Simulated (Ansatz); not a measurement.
CH4AlFOS, SMILES `C[O][Al]([F])[SH]`, relaxed with RKS PBE-D4/def2-SVP in Ansatz from a rough embedded geometry. The force threshold is 0.03 eV/Å; the program also tests the step.

The species carries charge 0 and has multiplicity 1.

Start:

```xyz
9

C    -0.865   -0.131   -1.243
O     0.416    0.372   -1.152
Al    0.894    0.687    0.624
F     0.661    2.319    1.341
S     1.888   -0.947    1.812
H    -0.943   -1.114   -0.631
H    -1.145   -0.317   -2.248
H    -1.578    0.610   -0.762
H     0.672   -1.479    2.259
```

```csv
step,energy (eV),largest force (eV/Å),largest move (Å)
1,-23277.1015,3.031,0.000
2,-23277.6010,1.747,0.130
3,-23277.7447,1.001,0.152
4,-23277.7960,0.694,0.050
5,-23277.8451,0.439,0.112
6,-23277.9117,0.701,0.195
7,-23277.9570,0.884,0.197
8,-23278.0824,0.363,0.200
9,-23278.1248,0.193,0.199
10,-23278.1377,0.120,0.149
11,-23278.1384,0.032,0.019
12,-23278.1386,0.006,0.014
```

End:

```xyz
9

C    -0.962   -0.211   -1.095
O    -0.162    0.764   -0.487
Al    0.936    0.898    0.801
F     1.629    2.392    1.077
S     1.491   -0.760    2.108
H    -0.843   -1.227   -0.645
H    -0.716   -0.298   -2.177
H    -2.039    0.060   -1.019
H     0.666   -1.617    1.437
```

Hardware: 4 threads of a server CPU on a shared host. Wall time 17 s, peak host memory 0.18 GiB.
